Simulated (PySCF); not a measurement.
## Telling isomers of C4H2F3N3 apart by NMR

Calculated, not measured (PySCF 2.14): geometry: GFN2-xTB, shielding tensors at PBE0/pcSseg-1 (GIAO), J couplings at B3LYP/pcJ-1 (spin–dipole term left out of most H,H and C,H couplings). Fast rotation and ring inversion assumed for equivalent nuclei, gas phase, non-relativistic Hamiltonian, single conformer.

Chemical shifts δ = σref − σ; 1H (σ = 31.72 ppm), 13C (σ = 186.93 ppm) vs TMS, all at this level. Multiplet labels drop J under 1 Hz and among equivalent protons, and merge close values. Unscaled 3J(H,H) run several per cent high. Splittings of carbon signals by F and P are missing where no couplings were computed. Where no couplings were computed, multiplicities follow the n + 1 count of equivalent neighbours, and m marks all less simple cases (inequivalent or close neighbours, rings, F or P nearby). One-bond C–F couplings are unscaled and too large by tens of Hz. Shifts are as computed. Against solution values, carbons near 30 ppm lie about +3 ppm off and those near 130 ppm about +5 ppm. Of 1313 compounds with measured shifts, 239 miss one by over three times the rms of a fit or turn the order of signals round; such compounds aren't used in these exercises.

(1) Tabulate the signals of `FC(F)(F)c1cnncn1`, `FC(F)(F)c1cncnn1` and their relative energies.

(2) What is the quickest way to tell FC(F)(F)c1cnncn1 from FC(F)(F)c1cncnn1?

Results:

(1) 
| SMILES | carbon types | δC | δH | E rel. (kcal/mol) |
| --- | --- | --- | --- | --- |
| FC(F)(F)c1cnncn1 | 2×C 2×CH | 162.4, 155.0, 153.4, 130.9 | 10.34 (s, 1H), 10.20 (m, 1H) | 0.0 |
| FC(F)(F)c1cncnn1 | 2×C 2×CH | 164.4, 159.7, 153.8, 131.3 | 10.32 (s, 1H), 9.19 (s, 1H) | 0.1 |

Energies are electronic energies at PBE0/pcSseg-1 on these geometries, without zero-point or thermal terms, each for the one conformer computed, which needn't be the lowest.

(2) Both give the same number of carbon signals, with the same numbers of each carbon type, so the positions decide. The first has a substituted aromatic carbon next to a ring nitrogen (C) at 153.4 ppm, the second a substituted aromatic carbon next to a ring nitrogen (C) at 159.7 ppm. Their most deshielded carbons lie at 162.4 and 164.4 ppm.
